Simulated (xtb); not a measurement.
C₄H₄N, doublet, at a GFN2-xTB geometry; GFN1-xTB (xtb).

The xtb input:
```
$ xtb mol.xyz --gfn 1 --uhf 1 --opt --json

# file mol.xyz
9

C      0.44026225    -1.15379884     0.13015778
C     -0.86976968    -0.81726522     0.01241725
N     -0.90895799     0.54555218    -0.10885629
C      0.35940770     1.03770577    -0.06606273
C      1.23745972    -0.00789219     0.08423391
H     -1.75826631    -1.41388996     0.00436430
H     -1.74315807     1.10039135    -0.21347371
H      0.55591284     2.08925840    -0.14432913
H      2.30405753     0.05287791     0.15095533
```

Output, abridged:

```
   ID    Z sym.   atoms
    1    6 C      1, 2, 4, 5
    2    7 N      3
    3    1 H      6-9

           -------------------------------------------------
          |                Calculation Setup                |
           -------------------------------------------------

           -------------------------------------------------
          |                 G F N 1 - x T B                 |
           -------------------------------------------------

          ...................................................
          :                      SETUP                      :
          :.................................................:
          :  # basis functions                  28          :
          :  # atomic orbitals                  28          :
          :  # shells                           18          :
          :  # electrons                        25          :
          :  # halogen bonds                     0          :
          :  max. iterations                   250          :
          :  Hamiltonian                  GFN1-xTB          :
          :  restarted?                      false          :
          :  GBSA solvation                  false          :
          :  PC potential                    false          :
          :  electronic temp.          300.0000000     K    :
          :  accuracy                    1.0000000          :
          :  -> integral cutoff          0.2500000E+02      :
          :  -> integral neglect         0.1000000E-07      :
          :  -> SCF convergence          0.1000000E-05 Eh   :
          :  -> wf. convergence          0.2000000E-04 e    :
          :  Broyden damping             0.4000000          :
          :  net charge                          0          :
          :  unpaired electrons                  1          :
          ...................................................

 iter      E             dE          RMSdq      gap      omega  full diag
   1    -13.8653576 -0.138654E+02  0.957E+00    4.44       0.0  T
   2    -13.8932340 -0.278764E-01  0.566E+00    3.64       1.0  T
   3    -13.8901272  0.310678E-02  0.103E+00    4.20       1.0  T
   4    -13.8954623 -0.533504E-02  0.137E-01    3.81       1.0  T
   5    -13.8955476 -0.853531E-04  0.258E-02    3.84       1.3  T
   6    -13.8955504 -0.277707E-05  0.381E-03    3.83       8.7  T
   7    -13.8955504 -0.397298E-07  0.150E-03    3.83      22.3  T
   8    -13.8955505 -0.645766E-08  0.113E-04    3.83     294.2  T
[...]
         :: total energy             -13.676473611281 Eh    ::
 * total energy  :   -13.6764736 Eh     change       -0.1133316E-11 Eh
 * total energy  :   -13.6766342 Eh     change       -0.1606382E-03 Eh
 * total energy  :   -13.6766470 Eh     change       -0.1270316E-04 Eh
 * total energy  :   -13.6766495 Eh     change       -0.2596441E-05 Eh
   *** GEOMETRY OPTIMIZATION CONVERGED AFTER 4 ITERATIONS ***
         :: total energy             -13.676649549108 Eh    ::
[...]
       ...                                ...                  ...
        28                          0.6895551              18.7637
      -------------------------------------------------------------
                  HL-Gap            0.1399001 Eh            3.8069 eV
             Fermi-level           -0.3344722 Eh           -9.1015 eV

  Mulliken/CM5 charges         n(s)   n(p)   n(d)
     1C    -0.08994 -0.08686   1.209  2.880  0.000
     2C     0.05346  0.06882   1.007  2.939  0.000
     3N    -0.24479 -0.60981   1.423  3.822  0.000
     4C     0.05646  0.07039   1.010  2.934  0.000
     5C    -0.07163 -0.11589   1.044  3.027  0.000
     6H     0.02203  0.08581   0.978  0.000  0.000
     7H     0.22427  0.41751   0.776  0.000  0.000
     8H     0.02463  0.08828   0.975  0.000  0.000
     9H     0.02551  0.08176   0.974  0.000  0.000

Wiberg/Mayer (AO) data.
largest (>0.10) Wiberg bond orders for each atom

 ---------------------------------------------------------------------------
     #   Z sym  total        # sym  WBO       # sym  WBO       # sym  WBO
 ---------------------------------------------------------------------------
     1   6 C    3.151 --     2 C    1.590     5 C    1.362
     2   6 C    3.920 --     1 C    1.590     3 N    1.168     6 H    0.977
                             4 C    0.141
     3   7 N    3.469 --     4 C    1.202     2 C    1.168     7 H    0.914
     4   6 C    3.922 --     5 C    1.526     3 N    1.202     8 H    0.973
                             2 C    0.141
     5   6 C    3.981 --     4 C    1.526     1 C    1.362     9 H    0.977
     6   1 H    1.006 --     2 C    0.977
     7   1 H    0.955 --     3 N    0.914
     8   1 H    1.000 --     4 C    0.973
     9   1 H    1.008 --     5 C    0.977
 ---------------------------------------------------------------------------

Topologies differ in total number of bonds
Writing topology from bond orders to xtbtopo.mol

 dipole moment from electron density (au)
     X       Y       Z
  -0.8827   0.8142  -0.1305  total (Debye):    3.070

optimized geometry written to: xtbopt.xyz

           -------------------------------------------------
          | TOTAL ENERGY              -13.676649549108 Eh   |
          | GRADIENT NORM               0.000476863502 Eh/α |
          | HOMO-LUMO GAP               3.806874243224 eV   |
           -------------------------------------------------

normal termination of xtb
```
